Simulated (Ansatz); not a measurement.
**Loss of H2: C2H8GeS2 → C2H6GeS2 + H2**

Species: C2H8GeS2 `C[S][GeH2][S]C`, singlet; C2H6GeS2 `C[S][Ge][S]C`, singlet; H2, singlet. 

Shapes, held fixed at every level: PBE0-D4/def2-TZVP. Flexible molecules stand in one conformer, not always the lowest. Programs: Ansatz 0.2.0. The zero-point and thermal change to 298 K, harmonic and unscaled (PBE0-D4/def2-TZVP), is -8.6 kJ/mol.

(1) Estimate ΔH(298 K) of this reaction.

## Answers

(1) MP2/def2-TZVPP gives ΔH(298 K) = +66.4 kJ/mol; the levels span +53.5 to +82.1. The median of the levels is +66.1. No measured value is set beside it here. Relativity is left out for Ge. Outer-core shells of Ge are correlated in most correlated rows, in sets that cover them unevenly.

| level | kind | ΔH(298 K) (kJ/mol) |
| --- | --- | --- |
| HF/def2-SVP | Hartree–Fock | +82.1 |
| HF/def2-TZVPP | Hartree–Fock | +72.7 |
| BHLYP-D4/def2-TZVPP | global hybrid | +58.5 |
| r2SCAN0-D4/def2-TZVPP | global hybrid | +65.9 |
| wB97M-V/def2-TZVPP | range-separated hybrid | +53.5 |
| MP2/def2-SVP | perturbation theory | +73.6 |
| CCSD(T)/def2-SVP | coupled cluster or CI | +65.6 |
| MP2/def2-TZVPP | perturbation theory | +66.4 |
